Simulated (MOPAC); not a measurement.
Input for MOPAC: PM7 on C2H8Si (SMILES CC[SiH3]), a point of a torsion scan.

```
PM7 1SCF PRECISE CHARGE=0 THREADS=1
C2H8Si

C     -1.28556333 1     0.57809280 1    -0.15585286 1
C     -0.34590983 1    -0.61130304 1     0.02988117 1
Si    -1.14010284 1    -2.27371220 1    -0.44336945 1
H     -1.97840984 1     0.65169560 1     0.67972878 1
H     -0.72364897 1     1.51164389 1    -0.19109782 1
H     -1.85578597 1     0.49441720 1    -1.07768381 1
H      0.53783351 1    -0.46350256 1    -0.59572590 1
H      0.01236401 1    -0.63014297 1     1.05996147 1
H     -2.34291462 1    -2.49947384 1     0.36130703 1
H     -1.50635542 1    -2.24006690 1    -1.86156730 1
H     -0.17771012 1    -3.35152205 1    -0.20620706 1
```

It printed:

```
*******************************************************************************
 **                                                                           **
 **                              MOPAC v23.2.5                                **
 **                                                                           **
 *******************************************************************************
 ** MOPAC's Digital Object Identifier: https://doi.org/10.5281/zenodo.6511958 **
 **                                                                           **
 ** Please cite the open-source release paper for use of this MOPAC version:  **
 ** J. E. Moussa and J. J. P. Stewart (2026)                                  **
 ** MOPAC: An open-source semiempirical molecular orbital program             **
 ** J. Open Source Softw., 11(119), 8025, https://doi.org/10.21105/joss.08025 **
 *******************************************************************************

                              PM7 CALCULATION RESULTS

 *******************************************************************************
 *  PM7        - The PM7 Hamiltonian to be used
 *
 *
 *
 *                 CHARGE ON SYSTEM = 0
 *
 *
 *
 *  PRECISE    - TIGHTER CRITERIA TO BE USED
 *  1SCF       - DO 1 SCF AND THEN STOP
 *  THREADS=1  - MULTI-THREADING NOT USED
 *  T=         - A TIME OF 172800.0 SECONDS REQUESTED
 *  DUMP=N     - RESTART FILE WRITTEN EVERY 7200.0 SECONDS REQUESTED
 *******************************************************************************
PM7 1SCF PRECISE CHARGE=0 THREADS=1
 C2H8Si

   ATOM   CHEMICAL          X               Y               Z
  NUMBER   SYMBOL      (ANGSTROMS)     (ANGSTROMS)     (ANGSTROMS)

     1       C         -1.28556333  *   0.57809280  *  -0.15585286  *
     2       C         -0.34590983  *  -0.61130304  *   0.02988117  *
     3      Si         -1.14010284  *  -2.27371220  *  -0.44336945  *
     4       H         -1.97840984  *   0.65169560  *   0.67972878  *
     5       H         -0.72364897  *   1.51164389  *  -0.19109782  *
     6       H         -1.85578597  *   0.49441720  *  -1.07768381  *
     7       H          0.53783351  *  -0.46350256  *  -0.59572590  *
     8       H          0.01236401  *  -0.63014297  *   1.05996147  *
     9       H         -2.34291462  *  -2.49947384  *   0.36130703  *
    10       H         -1.50635542  *  -2.24006690  *  -1.86156730  *
    11       H         -0.17771012  *  -3.35152205  *  -0.20620706  *



          CARTESIAN COORDINATES

    NO.       ATOM           X           Y           Z

     1         C         -1.2856      0.5781     -0.1559
     2         C         -0.3459     -0.6113      0.0299
     3        Si         -1.1401     -2.2737     -0.4434
     4         H         -1.9784      0.6517      0.6797
     5         H         -0.7236      1.5116     -0.1911
     6         H         -1.8558      0.4944     -1.0777
     7         H          0.5378     -0.4635     -0.5957
     8         H          0.0124     -0.6301      1.0600
     9         H         -2.3429     -2.4995      0.3613
    10         H         -1.5064     -2.2401     -1.8616
    11         H         -0.1777     -3.3515     -0.2062

 General Reference for PM7:
 "Optimization of Parameters for Semiempirical Methods VI: More Modifications to the
 NDDO Approximations and Re-optimization of Parameters", J. J. P. Stewart, J. Mol. Mod., 1:32, 19 (2013)
 https://link.springer.com/article/10.1007/s00894-012-1667-x

           Empirical Formula: C2 H8 Si  =    11 atoms



      MOLECULAR POINT GROUP   :   C1


      RHF CALCULATION, NO. OF DOUBLY OCCUPIED LEVELS = 10


 -------------------------------------------------------------------------------
 PM7 1SCF PRECISE CHARGE=0 THREADS=1
 C2H8Si



     1SCF WAS SPECIFIED, SO BFGS WAS NOT USED
     SCF FIELD WAS ACHIEVED


                              PM7 CALCULATION
                                                       MOPAC v23.2.5 Linux




          FINAL HEAT OF FORMATION =         -7.27185 KCAL/MOL =     -30.42543 KJ/MOL


          COSMO AREA              =        115.34 SQUARE ANGSTROMS
          COSMO VOLUME            =        104.86 CUBIC ANGSTROMS

          IONIZATION POTENTIAL    =         10.884618 EV
          HOMO LUMO ENERGIES (EV) =        -10.885  1.702
          NO. OF FILLED LEVELS    =         10
          MOLECULAR WEIGHT        =         60.1707         POINT GROUP:  C1

          MOLECULAR DIMENSIONS (Angstroms)

            Atom       Atom       Distance
            H    11    H     5     4.89374
            H     8    H    10     3.37070
            H     7    H     9     3.15622


          SCF CALCULATIONS        =          1





   ATOM   CHEMICAL          X               Y               Z
  NUMBER   SYMBOL      (ANGSTROMS)     (ANGSTROMS)     (ANGSTROMS)

     1       C         -1.28556333  *   0.57809280  *  -0.15585286  *
     2       C         -0.34590983  *  -0.61130304  *   0.02988117  *
     3      Si         -1.14010284  *  -2.27371220  *  -0.44336945  *
     4       H         -1.97840984  *   0.65169560  *   0.67972878  *
     5       H         -0.72364897  *   1.51164389  *  -0.19109782  *
     6       H         -1.85578597  *   0.49441720  *  -1.07768381  *
     7       H          0.53783351  *  -0.46350256  *  -0.59572590  *
     8       H          0.01236401  *  -0.63014297  *   1.05996147  *
     9       H         -2.34291462  *  -2.49947384  *   0.36130703  *
    10       H         -1.50635542  *  -2.24006690  *  -1.86156730  *
    11       H         -0.17771012  *  -3.35152205  *  -0.20620706  *

                             CARTESIAN COORDINATES

   1    C       -1.285563330     0.578092800    -0.155852860
   2    C       -0.345909830    -0.611303040     0.029881170
   3   Si       -1.140102840    -2.273712200    -0.443369450
   4    H       -1.978409840     0.651695600     0.679728780
   5    H       -0.723648970     1.511643890    -0.191097820
   6    H       -1.855785970     0.494417200    -1.077683810
   7    H        0.537833510    -0.463502560    -0.595725900
   8    H        0.012364010    -0.630142970     1.059961470
   9    H       -2.342914620    -2.499473840     0.361307030
  10    H       -1.506355420    -2.240066900    -1.861567300
  11    H       -0.177710120    -3.351522050    -0.206207060


           Empirical Formula: C2 H8 Si  =    11 atoms



      MOLECULAR POINT GROUP   :   C1


                  EIGENVALUES
 -27.74812 -21.53639 -17.36636 -15.53035 -14.50657 -13.25685 -12.55630 -12.19180
 -11.85772 -10.88462   1.70222   2.72154   2.72824   4.39897   5.57802   5.83343
   6.08183   6.70855   7.03032   8.21510  21.21904  21.32468  21.99508  22.12632
  22.46900


              NET ATOMIC CHARGES AND DIPOLE CONTRIBUTIONS

  ATOM NO.   TYPE          CHARGE      No. of ELECS.   s-Pop       p-Pop       d-Pop
    1          C          -0.404491        4.4045     1.03996     3.36453
    2          C          -0.450140        4.4501     1.05445     3.39569
    3         Si           0.039048        3.9610     0.90336     2.91924     0.13835
    4          H           0.142561        0.8574     0.85744
    5          H           0.140050        0.8599     0.85995
    6          H           0.143951        0.8560     0.85605
    7          H           0.156905        0.8431     0.84310
    8          H           0.156914        0.8431     0.84309
    9          H           0.026427        0.9736     0.97357
   10          H           0.024573        0.9754     0.97543
   11          H           0.024201        0.9758     0.97580
 DIPOLE           X         Y         Z       TOTAL
 POINT-CHG.    -0.174    -0.218    -0.101     0.297
 HYBRID         0.344     0.685     0.191     0.790
 SUM            0.170     0.466     0.090     0.504


          ATOMIC ORBITAL ELECTRON POPULATIONS

     Atom    s        px        py        pz      x^2-y^2     xz        z^2       yz        xy
    1  C   1.03996   1.12285   1.07341   1.16827
    2  C   1.05445   1.12211   1.10667   1.16691
    3 Si   0.90336   1.00422   0.89249   1.02253   0.02509   0.02362   0.03411   0.01565   0.03989
    4  H   0.85744
    5  H   0.85995
    6  H   0.85605
    7  H   0.84310
    8  H   0.84309
    9  H   0.97357
   10  H   0.97543
   11  H   0.97580

 **********************
 *                    *
 * JOB ENDED NORMALLY *
 *                    *
 **********************




 == MOPAC DONE ==
```

The run finished.

Cost: around 0.04 core-seconds (rough).
